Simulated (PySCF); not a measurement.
AgF, charge -1, doublet, at a GFN2-xTB geometry (such geometries of metal compounds can be far from the true shape) (the multiplicity is a formal guess) (core potentials on Ag), with bond 2-1 at 1.3 times its length. Base run: B3LYP/def2-SV(P) in PySCF.

Here is a job for PySCF.
```python
from pyscf import gto, scf, dft

mol = gto.M(
    atom='''
Ag   -0.000000   -0.000000   -0.381617
F     0.000000    0.000000    2.705242
''',
    basis='def2-sv(p)',
    ecp={'Ag': 'def2-sv(p)'},
    charge=-1,
    spin=1,
    verbose=4,
)

mf = dft.UKS(mol)
mf.xc = 'b3lyp'
mf.kernel()
```

Variants of this job, named by their change:

| change | ΔE vs base (mEh) | SCF cycles | <S^2> | outcome |
|---|---|---|---|---|
| base | 0.000 | 14 | 0.760 | converged |
| conv_tol = 1e-4 | 0.158 | 8 | 0.761 | converged |
| level_shift = 0.3 (with mf.max_cycle = 100) | 0.000 | 33 | 0.760 | converged |
| conv_tol = 1e-11 | 0.000 | 15 | 0.760 | converged |
| init_guess = sap | 0.000 | 20 | 0.760 | converged |
| damp = 0.5; diis_start_cycle = 5 | 0.000 | 21 | 0.760 | converged |
| diis = off; damp = 0.3 (with mf.diis_start_cycle = 200; with mf.max_cycle = 150) | - | 150 | - | not converged |
| init_guess = huckel | 0.000 | 16 | 0.760 | converged |
| diis_space = 12 | 0.000 | 14 | 0.760 | converged |
| DIIS = ADIIS | 0.000 | 24 | 0.760 | converged |
| level_shift = 0.1 (with mf.max_cycle = 100) | 0.000 | 18 | 0.760 | converged |
| diis_space = 20 | 0.000 | 14 | 0.760 | converged |
| init_guess = 1e | 0.000 | 13 | 0.760 | converged |

Open shells are given as the SCF converged; they aren't shown to be the lowest states, and a large step between rows can be another state.
